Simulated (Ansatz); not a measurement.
Job for Ansatz (an electronic-structure program): R-CCSD(T)/def2-SVP on HITe (SMILES [TeH]I), a point of a bond scan (R = 2.725 Å). Elements past Kr take the def2 small-core potentials; no spin–orbit coupling. The run froze 18 orbitals, filled d shells among them.

Ansatz 0.2 input:
```yaml
crystal:
  periodic: [false, false, false]
  atoms:
    - {symbol: Te, position_ang: [0.44277999, 0.90828797, 0.91299334]}
    - {symbol: H, position_ang: [0.69536625, 2.07817325, -0.24428522]}
    - {symbol: I, position_ang: [-0.44754577, -0.93036127, -0.89115789]}
basis:
  gaussian:
    orbitals: def2-SVP
    pivot_positions_ang: [[0.44277999, 0.90828797, 0.91299334], [0.69536625, 2.07817325, -0.24428522], [-0.44754577, -0.93036127, -0.89115789]]
magnetization: {spin_polarized: false}
correlation: {method: ccsd_t, electrons: outside_noble_gas}
scf: {lower_state_search: off}
output: {orbitals: {seedname: ./end}}
```

Output:

```
WARN ansatz: RAYON_NUM_THREADS=1 ignored (pool sized by the plan → 1); use --threads N
Functional definition: HF
these checks for a lower state are left out or cut short: stability, starts, cluster_reference, orbital_swaps, neighbouring_geometries, increment
integrals: 0.03 GiB planned
808 factors; integrals over basis functions are off by at most 1.4e-4 eV
mean field: 0.15 GiB planned
mean field evaluation 1: about -15353.2486 eV, gradient 9.4e0 eV
mean field evaluation 2: about -15353.3486 eV, gradient 9.7e0 eV
mean field evaluation 4: about -15353.7825 eV, gradient 1.0e0 eV
mean field evaluation 8: about -15353.7896 eV, gradient 2.6e-3 eV
mean field -15353.78963457 eV, -564.2413618981 hartree, gradient 1.3e-6 eV, S^2 0.000000; 0 other end points of the search recorded, 0 dependent functions left out
18 core orbitals not correlated
reference -15353.78963457 eV, -564.2413618981 hartree; 7, 7 occupied and 32, 32 virtual orbitals, 808 factors
second order -5.34589891 eV of doubles, -0.00000000 eV of singles
coupled cluster: 0.09 GiB planned
cycle   1  -5.84333055 eV  change   -5.0e-1 eV  update   6.2e-2
cycle   2  -6.02855811 eV  change   -1.9e-1 eV  update   2.2e-2
cycle   3  -6.04596342 eV  change   -1.7e-2 eV  update   6.7e-3
cycle   4  -6.04551360 eV  change    4.5e-4 eV  update   2.2e-3
cycle   5  -6.04532765 eV  change    1.9e-4 eV  update   7.4e-4
cycle   6  -6.04521409 eV  change    1.1e-4 eV  update   2.5e-4
cycle   7  -6.04523215 eV  change   -1.8e-5 eV  update   8.6e-5
cycle   8  -6.04524157 eV  change   -9.4e-6 eV  update   2.8e-5
cycle   9  -6.04523825 eV  change    3.3e-6 eV  update   1.1e-5
perturbative correction -0.14966677 eV, -0.0055001523 hartree
Total energy: -15359.98453959 eV, -564.4690204584 hartree
Checks for a lower state left out: stability, starts, cluster_reference, orbital_swaps, neighbouring_geometries, increment
```

The run converged.

Cost: very roughly 2.0 core-seconds.
